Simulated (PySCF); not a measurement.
PySCF input for Si(F)(OH) (FHOSi), SMILES O[Si]F (connectivity only; charge and spin as stated), neutral, multiplicity 1, B3LYP/pcSseg-2. The structure is a stationary point at B3LYP-D3(BJ)/def2-TZVP. One conformer was computed; it need not be the lowest.

```python
import numpy as np
from pyscf import gto, scf, dft
from pyscf.prop.nmr import rks as nmr

mol = gto.M(
    atom='''
    Si    0.60925303   -0.03806783    0.00000000
    F    -0.49644882   -1.23277442    0.00000000
    O    -0.34429087    1.30030488    0.00000000
    H    -1.30717599    1.22548048    0.00000000
    ''',
    basis='pcSseg-2',
    charge=0,
    spin=0,
    max_memory=1600,
    verbose=3,
)
mf = dft.RKS(mol, xc='b3lyp')
mf.grids.level = 3
mf.conv_tol = 1e-10
mf.max_cycle = 100
mf.kernel()
n = nmr.NMR(mf)
n.verbose = 2
n.max_cycle_cphf = 60
sigma = n.kernel()
print('atom   isotropic/ppm   span/ppm')
for i, s in enumerate(sigma):
    w = np.linalg.eigvalsh((s + s.T) / 2)
    print(f'{mol.atom_symbol(i):2s}{i + 1:3d} {w.mean():14.3f} {w[2] - w[0]:11.3f}')
```

Log of the run:

```
converged SCF energy = -465.364924802986
atom   isotropic/ppm   span/ppm
Si  1        297.299     403.959
F   2        156.760     431.711
O   3        144.326     373.739
H   4         26.511      17.522
```

The calculation finished and met its thresholds.
